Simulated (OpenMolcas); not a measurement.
# Xe4+: effect of the basis set

```yaml
Program: OpenMolcas
Method: "SS-CASPT2, IPEA 0.25 Eh, imaginary shift 0.1 Eh (closed shells correlated: 4d 5s)"
Active_space: 2 electrons in 3 orbitals (5p)
State_averaging: 2S+1 = 3 even, 3 roots; 2S+1 = 1 even, 6 roots
Spin-orbit_coupling: state interaction with AMFI integrals over the reference wave functions, term energies averaged over their components
```

A. ANO-RCC-VDZP [6s5p3d1f], DKH2, point nucleus; CASPT2 step about 1 core-seconds
B. ANO-R1 [6s5p3d1f], X2C, finite nucleus; CASPT2 step roughly 1 core-seconds
C. ANO-RCC-VTZP [7s6p4d2f1g], DKH2, point nucleus; CASPT2 step roughly 1.4 core-seconds
D. ANO-R2 [7s6p4d2f1g], X2C, finite nucleus; CASPT2 step of the order of 1.2 core-seconds
E. ANO-RCC-VQZP [8s7p5d3f2g], DKH2, point nucleus; CASPT2 step roughly 1.9 core-seconds
F. ANO-R3 [8s7p5d4f3g2h], X2C, finite nucleus; CASPT2 step about 6 core-seconds

Energies in cm⁻¹ above 5s² 5p² ³P₀, the measured ground level; measured values from Saloman, J. Phys. Chem. Ref. Data 33, 765 (2004).

```json
{"Level": "5s² 5p² ³P₀", "A": "0.0", "B": "0.0", "C": "0.0", "D": "0.0", "E": "0.0", "F": "0.0", "Measured": "0.0"}
{"Level": "5s² 5p² ³P₁", "A": "9200", "B": "8930", "C": "8040", "D": "8080", "E": "8100", "F": "8060", "Measured": "9292"}
{"Level": "5s² 5p² ³P₂ [71 %]", "A": "14720", "B": "14430", "C": "12830", "D": "12850", "E": "12800", "F": "12690", "Measured": "14127"}
{"Level": "5s² 5p² ¹D₂ [71 %]", "A": "29950", "B": "29530", "C": "26280", "D": "26310", "E": "26170", "F": "25910", "Measured": "28411"}
{"Level": "5s² 5p² ¹S₀", "A": "46820", "B": "46720", "C": "42820", "D": "42760", "E": "42400", "F": "41930", "Measured": "44470"}
```

Deviations, from unrounded energies. A percentage is the sum of absolute deviations over the sum of measured energies, with the sign that they share, or ± where signs differ.

```tsv
Against measurement	Levels	A	B	C	D	E	F
mean absolute deviation (cm-1)	4	1100	1000	1600	1600	1700	1900
fine structure of the ground term (%)	2	±2.9	±2.8	-10.9	-10.6	-10.8	-11.4
other terms of the ground configuration (%)	2	+5.3	+4.6	-5.2	-5.2	-5.9	-6.9
```

B lies closest to measurement on these levels and F furthest from it. The largest miss of B in the table is 5s² 5p² ¹S₀, by +2300 cm-1. The ranking rests on the paired levels alone, and a cruder setting can come out closer through cancelling errors.

Among A to F the level of the table that moves most is 5s² 5p² ¹S₀, by 4900 cm-1 (lowest in F, highest in A). Moves below CASPT2's spread within the term are not significant.

Term energies are means over components that CASPT2 splits; among the terms shown or strongly mixed into the levels shown the widest spread is 97 cm-1 (5s² 5p² ¹D, B). With the s shell closed, the reference lacks s² → p² mixing. The basis is small and was not contracted for so high a charge (holds for A; B). Measured partners are found by configuration, term and J. A level has none where our copy of the source lacks it or the pairing is in doubt (some pairs that miss far off the trend of their configuration count as doubtful), and it then counts in no deviation. Levels of configurations outside the active space are missing.

A share in square brackets marks a mixed level and gives the weight of the term that names it, the lowest over the columns.
